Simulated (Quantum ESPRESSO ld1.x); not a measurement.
All-electron atom: Zn19+ in [Ne] 3s1. All-electron calculation, scalar-relativistic Kohn-Sham, LDA (Slater exchange, Perdew-Wang correlation), spin-polarised, spherical densities, point nucleus; open shells are filled with parallel spins first. Program: ld1.x of Quantum ESPRESSO 7.5.

Unscreened Slater integrals over Kohn-Sham orbitals (cm^-1). They are taken over the spin-up orbitals.

F0(3s,3s): 353840
F0(3s,2p): 463760
G1(3s,2p): 47606
F0(3s,2s): 454030
G0(3s,2s): 37708
F0(3s,1s): 527480
G0(3s,1s): 25073
F0(2p,2p): 1028300
F2(2p,2p): 487190
F0(2p,2s): 943700
G1(2p,2s): 540480
F0(2p,1s): 1404700
G1(2p,1s): 247640
F0(2s,2s): 889630
F0(2s,1s): 1249700
G0(2s,1s): 117400
F0(1s,1s): 4101100
